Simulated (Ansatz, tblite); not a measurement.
Cost and result up the ladder for GeAu2⁻ (the lowest doublet isomer of a short search) (3 atoms). Charge -1, multiplicity 2. Geometry: r2SCAN-D4/def2-TZVPD.

```tsv
atom	x (Å)	y (Å)	z (Å)
Au1	-0.773	0.047	-1.505
Au2	0.842	-1.112	0.959
Ge3	-0.068	1.065	0.546
```

Ansatz on 4 threads of AMD EPYC 7B13 on a shared host; xTB runs through tblite on one thread. Times are rough, summed over both states, and most runs start from the orbitals of an earlier one. PBE-QIDH/def2-TZVPD serves as the yardstick here, not as an exact answer. Differences are given only for rows in sets of like size (and for xTB, whose basis is part of the method), since another set adds its own error. The other state is a quartet at its own geometry, which has other bonds, so the gap mixes isomer and spin.

In the def2 sets Au takes a core potential; there is no spin–orbit coupling. The xTB rows come from tblite. B3LYP takes the VWN-RPA correlation. Correlated methods freeze 9 core orbitals; core or outer-core shells of Au, Ge are correlated, in sets that lack core-valence functions. The rows differ in basis, and correlated rows in double-zeta sets carry the largest basis error. In CCSD on the charge -1 quartet the largest single amplitude is 0.23, so its Hartree–Fock determinant may place the open shell otherwise than the density functionals do. HOMO above LUMO, or a gap near zero within one spin, warns that the state may not be the lowest or that an electron is smeared out. The structure comes from a short search, and lower isomers may exist.

Run but left out: MP2/def2-SVPD, MP2/def2-TZVPD (doublet: ⟨S²⟩ 0.94 to 0.96, where a pure state has 0.75).

Correlated methods converge slowly with the basis, most of all in double-zeta sets.

xTB has no spin-polarisation term.

```
                            level  functions  wall time  quartet − doublet (eV)  difference from PBE-QIDH/def2-TZVPD (eV)                                                                                        remarks
                         GFN2-xTB         27    0.005 s                    2.62                                      0.78                                                                                              –
           LDA (SPW92)/def2-TZVPD        140      2.4 s                    1.97                                      0.14  HOMO above zero (doublet), HOMO above zero (quartet), gap within one spin near zero (quartet)
                PBE-D4/def2-TZVPD        140      5.2 s                    1.90                                      0.07                                           HOMO above zero (doublet), HOMO above zero (quartet)
                    HF/def2-TZVPD        140      5.9 s                    0.97                                     -0.87                                                        spin-contaminated (⟨S²⟩ 0.96) (doublet)
              B3LYP-D4/def2-TZVPD        140      8.2 s                    1.94                                      0.10                                           HOMO above zero (doublet), HOMO above zero (quartet)
               RPA@PBE/def2-TZVPD        140       10 s                    1.85                                      0.01                                                                                              –
               PBE0-D4/def2-TZVPD        140       13 s                    1.77                                     -0.07                                                                      HOMO above zero (quartet)
PBE-QIDH/def2-TZVPD (with forces)        140       23 s                    1.83                                      0.00                                                                                              –
             r2SCAN-D4/def2-TZVPD        140       23 s                    1.79                                     -0.04                                           HOMO above zero (doublet), HOMO above zero (quartet)
               ωB97X-V/def2-TZVPD        140       32 s                    1.71                                     -0.12                                                                                              –
                CCSD(T)/def2-SVPD        108       49 s                    1.91                                         –                                                        spin-contaminated (⟨S²⟩ 0.94) (doublet)
```
